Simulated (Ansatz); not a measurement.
Z-matrix (Å, degrees):
```
C
C 1 1.3226
H 2 1.0833 1 123.45
H 1 1.0864 2 118.88 3 180.00
C 1 1.4893 4 117.83 2 180.00
H 5 1.0914 1 111.67 4 -180.00
H 5 1.0942 6 108.21 1 122.28
H 5 1.0942 6 108.21 7 115.43
Cl 2 1.7235 3 113.14 1 180.00
```
Charge 0, spin multiplicity 1.

All values below come from frozen-core CCSD(T)/cc-pVTZ // PBE0-D3(BJ)/def2-TZVP in Ansatz (a first-principles code).

| Item | Result |
|---|---|
| HF energy | -576.05332 Ha |
| MP2 correlation energy | -0.68958 Ha |

**Question.** Estimate the CCSD correlation energy, the (T) correction, the total energy and the T1 diagnostic.

**Answer.** 
```yaml
CCSD correlation energy: -0.73146 Ha
"(T) correction": -0.03223 Ha
CCSD(T) total energy: -576.81701 Ha
T1 diagnostic: 0.010
```
